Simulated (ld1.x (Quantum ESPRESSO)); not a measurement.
## What the settings do to the TM potential of tantalum (Ta)

Base potential:

| Item | Value |
| --- | --- |
| Element | tantalum |
| Generator | ld1.x (Quantum ESPRESSO) 7.5 |
| Type | norm-conserving Troullier–Martins (Kleinman–Bylander form) |
| Functional | PBE |
| Relativity | scalar-relativistic |
| Frozen core | [Xe] 4f14 |
| Valence charge | 5 |
| Reference configuration | 5d3 6s2 6p0 |
| Partial waves | 6s (bound): rc 2.60 bohr; 5d (bound): rc 2.20 bohr; 6p (bound, empty): rc 1.30 bohr |
| Local potential | the p channel |
| Core correction | a·sin(br)/r model core, default radius (core density twice the valence density) |

Cutoffs, loose and tight: the cutoffs (Ry, on a coarse ladder) from which the occupation-weighted sum of valence levels, in a spherical-Bessel basis at the reference potential, stays within 10 and 1 mRy of its value at 400 Ry. They do not see the model core or the augmentation charge, which bear on the density cutoff. Test errors are all-electron minus pseudo excitation energies from the reference, over the configurations 5d3 6s1 6p0; 5d3 6s0 6p0; 5d2 6s0 6p0; 5d3 6s0 6p2; 5d3.5 6s1.5 6p0; 5d3 6s0 6p1; 5d4 6s0 6p0. A dash means not determined; rows that change the core or the reference have their own tests. The largest error is taken over the tests solved by every variant that gives reliable tests at all: 5d2 6s0 6p0; 5d3 6s0 6p0; 5d4 6s0 6p0.

A true bound ghost makes a file unfit for plane-wave use even where its test errors are small: the radial tests pick states by their node count and pass the ghost by. Where a test does run into it, the solver fails or the error is huge.

For the base: The 6p radius (1.30 bohr) lies inside the outermost node of the all-electron wave (1.60 bohr), which a nodeless pseudo-wave cannot match soundly.

```csv
change,outcome,"cutoff, loose","cutoff, tight",bound ghosts,largest test error (meV)
base,generated,25 Ry,35 Ry,"p (extra level of the local part), s",-163
wave 6s (bound): rc 2.60 bohr becomes 6s (bound): rc 1.68 bohr,generated,80 Ry,200 Ry,"s, p (extra level of the local part)",-250
wave 6s (bound): rc 2.60 bohr becomes 6s (bound): rc 1.94 bohr,generated,30 Ry,70 Ry,"p (extra level of the local part), s",-220
wave 6s (bound): rc 2.60 bohr becomes 6s (bound): rc 2.30 bohr,generated,30 Ry,35 Ry,"p (extra level of the local part), s",-176
wave 6s (bound): rc 2.60 bohr becomes 6s (bound): rc 2.56 bohr,generated,25 Ry,35 Ry,"p (extra level of the local part), s",-164
wave 6s (bound): rc 2.60 bohr becomes 6s (bound): rc 3.00 bohr,generated,25 Ry,35 Ry,"p (extra level of the local part), s",-181
wave 6s (bound): rc 2.60 bohr becomes 6s (bound): rc 3.28 bohr,generated,25 Ry,35 Ry,"p (extra level of the local part), s",-218
wave 6s (bound): rc 2.60 bohr becomes 6s (bound): rc 3.62 bohr,generated,25 Ry,35 Ry,"p (extra level of the local part), s",-314
wave 6s (bound): rc 2.60 bohr becomes 6s (bound): rc 3.92 bohr,generated,25 Ry,35 Ry,"p (extra level of the local part), s",-427
```

Reading the sweep of the s radius (base included, trends over the rows without a ghost): Bound ghosts are found at 1.68, 1.94, 2.3, 2.56, 2.6, 3, 3.28, 3.62, 3.92 bohr. Every judged row has one, so this setting neither creates nor removes them.
